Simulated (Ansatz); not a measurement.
`B[C](=C)[AlH][F]` and `BC(=C)S` differ in one atom or group.

Ansatz, PBE0-D4/def2-TZVP geometries, multiplicity 1. Each molecule was computed in one conformer, which needn't be the lowest.

```
                             property  `B[C](=C)[AlH][F]`
 HOMO–LUMO gap (PBE0/def2-TZVPP) / eV                5.53
   LUMO energy (PBE0/def2-TZVPP) / eV               -2.42
HOMO energy (ωB97M-V/def2-TZVPP) / eV              -10.14
LUMO energy (ωB97M-V/def2-TZVPP) / eV               -0.39
  HOMO–LUMO gap (PBE/def2-TZVPP) / eV                3.27
    LUMO energy (PBE/def2-TZVPP) / eV               -3.43
```

Task: Give the same properties after the change, and the shifts. (Estimate.)

Result: The calculation gave: 
```
                             property  `BC(=C)S`  shift
 HOMO–LUMO gap (PBE0/def2-TZVPP) / eV       4.44  -1.09
   LUMO energy (PBE0/def2-TZVPP) / eV      -2.29   0.13
HOMO energy (ωB97M-V/def2-TZVPP) / eV      -8.82   1.32
LUMO energy (ωB97M-V/def2-TZVPP) / eV      -0.29   0.10
  HOMO–LUMO gap (PBE/def2-TZVPP) / eV       2.46  -0.81
    LUMO energy (PBE/def2-TZVPP) / eV      -3.24   0.19
```

With PBE0 the HOMO rises by 1.23 eV and the LUMO rises by 0.13 eV, so the gap narrows by about 1.10 eV. PBE moves the HOMO by 0.99 eV and ωB97M-V by 1.32 eV. The zero-point energy changes by 1.9 kJ/mol with -3 modes.
